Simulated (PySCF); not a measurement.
Ta⁴⁺: fine-structure interval

Ta⁴⁺ [Xe] 4f14 5d1 [5d3/2^1, M_J = 3/2] → Ta⁴⁺ [Xe] 4f14 5d1 [5d5/2^1, M_J = 5/2], as a difference of total energies. Computed with PySCF 2.14 in x2c-SVPall-2c (7s9p9d2f, 93 functions), with the two-component X2C-1e Hamiltonian. "Screened" scales the spin-orbit matrix elements by Boettger's factors to mimic the two-electron term; Breit and QED terms are absent.

| method | fine-structure interval (cm⁻¹) |
| --- | --- |
| GHF (screened spin-orbit) | 7458.6 |
| GHF (bare spin-orbit) | 8676.1 |
